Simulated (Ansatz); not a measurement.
Z-matrix (Å, degrees):
```
Si
O 1 1.636
Si 1 2.350 2 103.8
O 1 1.646 2 109.7 3 118.1
H 1 1.493 2 112.2 3 -121.6
H 2 0.959 1 119.0 3 -178.3
F 3 1.598 1 108.1 2 174.3
F 3 1.595 1 110.3 2 -69.6
H 3 1.482 1 116.8 2 53.3
H 4 0.958 1 118.0 2 143.4
```

The species carries charge 0 and has multiplicity 1.

List the r2SCAN/def2-TZVPP orbital energies in eV (Ansatz). (An estimate is asked.)

The calculation gave: Occupied: -1792.59, -1792.09, -666.25, -666.23, -516.22, -516.22, -142.85, -142.39, -97.77, -97.72, -97.65, -97.28, -97.26, -97.23, -31.59, -31.13, -27.06, -26.57, -15.33, -14.20, -13.59, -12.34, -11.92, -11.75, -11.33, -10.68, -10.36, -10.17, -9.62, -9.15, -8.76, -8.43, -7.01. Lowest empty: -1.05, -0.95, 0.83, 1.28, 1.54, 2.19, 2.38, 2.82.
